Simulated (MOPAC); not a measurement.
MOPAC input (MNDO):

```
MNDO 1SCF UHF MS=0.5 GEO-OK AUX(PRECISION=9) THREADS=1
CHI2

I    -1.81008000 1    0.09986600 1    0.02018400 1
C    -0.01622900 1   -0.88569000 1   -0.19891700 1
I     1.81254100 1    0.03414600 1    0.01725300 1
H    -0.03308700 1   -1.78854000 1   -0.79067700 1
```

Output:

```
 *******************************************************************************
 **                                                                           **
 **                              MOPAC v23.2.5                                **
 **                                                                           **
 *******************************************************************************
 ** MOPAC's Digital Object Identifier: https://doi.org/10.5281/zenodo.6511958 **
 **                                                                           **
 ** Please cite the open-source release paper for use of this MOPAC version:  **
 ** J. E. Moussa and J. J. P. Stewart (2026)                                  **
 ** MOPAC: An open-source semiempirical molecular orbital program             **
 ** J. Open Source Softw., 11(119), 8025, https://doi.org/10.21105/joss.08025 **
 *******************************************************************************

                              MNDO CALCULATION RESULTS

 *******************************************************************************
 *  MNDO       - The MNDO Hamiltonian to be used
 *  GEO-OK     - OVERRIDE INTERATOMIC DISTANCE AND OTHER SAFETY CHECKS
 *  UHF        - UNRESTRICTED HARTREE-FOCK CALCULATION
 *  MS=        - IN MECI, MAGNETIC COMPONENT OF SPIN =  0.5
 *  1SCF       - DO 1 SCF AND THEN STOP
 *  AUX        - OUTPUT AUXILIARY INFORMATION
 *******************************************************************************
MNDO 1SCF UHF MS=0.5 GEO-OK AUX(PRECISION=9) THREADS=1
 CHI2

   ATOM   CHEMICAL          X               Y               Z
  NUMBER   SYMBOL      (ANGSTROMS)     (ANGSTROMS)     (ANGSTROMS)

     1       I         -1.81008000  *   0.09986600  *   0.02018400  *
     2       C         -0.01622900  *  -0.88569000  *  -0.19891700  *
     3       I          1.81254100  *   0.03414600  *   0.01725300  *
     4       H         -0.03308700  *  -1.78854000  *  -0.79067700  *

          CARTESIAN COORDINATES

    NO.       ATOM           X           Y           Z

     1         I         -1.8101      0.0999      0.0202
     2         C         -0.0162     -0.8857     -0.1989
     3         I          1.8125      0.0341      0.0173
     4         H         -0.0331     -1.7885     -0.7907

  H: (MNDO): M.J.S. DEWAR, W. THIEL, J. AM. CHEM. SOC., 99, 4899, (1977)
  C: (MNDO): M.J.S. DEWAR, W. THIEL, J. AM. CHEM. SOC., 99, 4899, (1977)
  I: (MNDO): M.J.S.DEWAR, E.F. HEALY, J.J.P. STEWART, J.COMP.CHEM., 5,358,(1984)

           Empirical Formula: C H I2  =     4 atoms

      MOLECULAR POINT GROUP   :   Cs

          UHF CALCULATION, NO. OF ALPHA ELECTRONS =   10
                           NO. OF BETA  ELECTRONS =    9

 -------------------------------------------------------------------------------
 MNDO 1SCF UHF MS=0.5 GEO-OK AUX(PRECISION=9) THREADS=1
 CHI2

     1SCF WAS SPECIFIED, SO BFGS WAS NOT USED
     SCF FIELD WAS ACHIEVED

                              MNDO CALCULATION
                                                       MOPAC v23.2.5 Linux

          FINAL HEAT OF FORMATION =         47.96280 KCAL/MOL =     200.67636 KJ/MOL

          COSMO AREA              =        122.40 SQUARE ANGSTROMS
          COSMO VOLUME            =        112.42 CUBIC ANGSTROMS

          IONIZATION POTENTIAL    =         10.402599 EV
          ALPHA SOMO LUMO (EV)    =        -10.403 -0.517
          BETA  SOMO LUMO (EV)    =        -11.210 -0.356
          NO. OF ALPHA ELECTRONS  =         10
          NO. OF BETA  ELECTRONS  =          9
          MOLECULAR WEIGHT        =        266.8279         POINT GROUP:  Cs

          MOLECULAR DIMENSIONS (Angstroms)

            Atom       Atom       Distance
            I     3    I     1     3.62322
            H     4    I     1     2.02469
            C     2    H     4     0.18143

          SCF CALCULATIONS        =          1

   ATOM   CHEMICAL          X               Y               Z
  NUMBER   SYMBOL      (ANGSTROMS)     (ANGSTROMS)     (ANGSTROMS)

     1       I         -1.81008000  *   0.09986600  *   0.02018400  *
     2       C         -0.01622900  *  -0.88569000  *  -0.19891700  *
     3       I          1.81254100  *   0.03414600  *   0.01725300  *
     4       H         -0.03308700  *  -1.78854000  *  -0.79067700  *

                             CARTESIAN COORDINATES

   1    I       -1.810080000     0.099866000     0.020184000
   2    C       -0.016229000    -0.885690000    -0.198917000
   3    I        1.812541000     0.034146000     0.017253000
   4    H       -0.033087000    -1.788540000    -0.790677000

           Empirical Formula: C H I2  =     4 atoms

      MOLECULAR POINT GROUP   :   Cs

          ALPHA EIGENVALUES
 -33.08436 -26.84260 -23.22059 -15.24632 -13.75262 -13.09325 -11.46565 -11.38476
 -11.17507 -10.40260  -0.51656  -0.21056   3.49599

           BETA EIGENVALUES
 -32.00882 -26.99904 -22.57119 -14.84747 -13.52006 -11.98277 -11.41625 -11.32829
 -11.21027  -0.35610   0.17938   0.39831   4.06770

              NET ATOMIC CHARGES AND DIPOLE CONTRIBUTIONS

  ATOM NO.   TYPE          CHARGE      No. of ELECS.   s-Pop       p-Pop
    1          I           0.119807        6.8802     1.96281     4.91739
    2          C          -0.328097        4.3281     1.35571     2.97238
    3          I           0.119807        6.8802     1.96281     4.91739
    4          H           0.088484        0.9115     0.91152
 DIPOLE           X         Y         Z       TOTAL
 POINT-CHG.     0.013     0.713    -0.001     0.713
 HYBRID        -0.025    -1.364    -0.421     1.427
 SUM           -0.012    -0.651    -0.422     0.776

          ATOMIC ORBITAL ELECTRON POPULATIONS

     Atom    s        px        py        pz
    1  I   1.96281   1.20248   1.74794   1.96697
    2  C   1.35571   0.93848   0.99329   1.04062
    3  I   1.96281   1.17126   1.77888   1.96724
    4  H   0.91152

                    (SZ)    =    0.500000
                    (S**2)  =    0.787269

          ATOMIC ORBITAL SPIN POPULATIONS

    Atom   Total    s     px     py     pz
         Atomic
    1  I -0.0909  0.004 -0.093 -0.022  0.019
    2  C  1.2353  0.085  0.131  0.260  0.759
    3  I -0.0909  0.004 -0.096 -0.018  0.019
    4  H -0.0534 -0.053

 **********************
 *                    *
 * JOB ENDED NORMALLY *
 *                    *
 **********************

 == MOPAC DONE ==
```

The geometry given is a B3LYP-D3(BJ)/def2-TZVP minimum.
